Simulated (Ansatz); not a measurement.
Correlation energies of Cl$_{2}$H$_{3}$NOTi (`[NH2][Ti]([OH])([Cl])[Cl]`) by basis set

```tsv
atom	x (Å)	y (Å)	z (Å)
N1	-0.1455	-1.4237	-0.0043
Ti2	-0.0904	0.4033	0.2697
O3	0.6747	1.0885	-1.1553
Cl4	-2.1415	1.1717	0.5495
Cl5	1.0553	0.8427	2.1054
H6	0.2101	-1.8839	-0.8308
H7	-0.5328	-2.0899	0.6505
H8	0.9702	1.8912	-1.5847
```

Total charge 0; spin multiplicity 1. Correlated methods include outer-core shells of Ti, which these sets cover unevenly. Scalar relativity is left out up to krypton. Geometry: relaxed with PBE0-D4/def2-TZVP. It is one conformer, not always the lowest. Frozen core, restricted reference, Ansatz.

| basis | HF (Eh) | MP2 corr. |
| --- | --- | --- |
| def2-SVP | -1898.16375 | -0.94668 |
| def2-TZVPP | -1898.77174 | -1.27506 |
| def2-QZVPP | -1898.81864 | -1.38462 |

Problem. Estimate the CCSD correlation energy and the (T) correction in each basis where they were run (hartree).

Solution. 
```tsv
basis	CCSD corr.	(T)
def2-SVP	-0.96717	-0.04342
def2-TZVPP	-1.29907	-0.07058
```
